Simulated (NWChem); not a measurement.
A series in which one site is exchanged, each optimised at PBE0/def2-SVP with NWChem, gas phase unless a solvent is named. All stand in one matching conformer (torsions within 35°), which need not be the lowest. This build's default masses of Se (78.918 u) and Br (79.917 u) are each other's, which moves their modes by up to 0.6 %. For some, no frequency run checked for a minimum. def2 effective core potentials on In; no spin-orbit coupling.

A: [Cl][Al]([Cl])[SeH] (AlHSeCl₂; site = Al)
B: [Cl][Ga]([SeH])[Cl] (GaHSeCl2; site = Ga)
C: [Cl][In]([Cl])[SeH] (InHSeCl2; site = In)
D: ClB(Cl)[SeH] (BHSeCl$_{2}$; site = B)

Question: Rank them by static polarisability, B3LYP/def2-SVPD (bohr³), lowest first.

Answer: D (71.0), A (81.2), B (85.9), C (97.1)
